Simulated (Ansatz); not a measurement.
Ansatz results at the PBE0-D4/def2-TZVP geometry: HOMO energy (ωB97M-V/def2-TZVPP) -8.58 eV; size of the dipole moment (ωB97M-V/def2-TZVPP) 0.93 D; HOMO–LUMO gap (PBE0/def2-TZVPP) 6.35 eV.

Each molecule was computed in one conformer, which needn't be the lowest.

Q: Which molecule gave them?
A. `C[Se]C`
B. `CC[Se]B(O)O`
C. `CC[Se][SiH2]C`
D. `OB(O)[Se]C(F)(F)F`

A: C. The others give `OB(O)[Se]C(F)(F)F`: -9.80, 1.70, 7.24; `CC[Se]B(O)O`: -8.72, 0.68, 6.81; `C[Se]C`: -8.21, 1.48, 6.47.
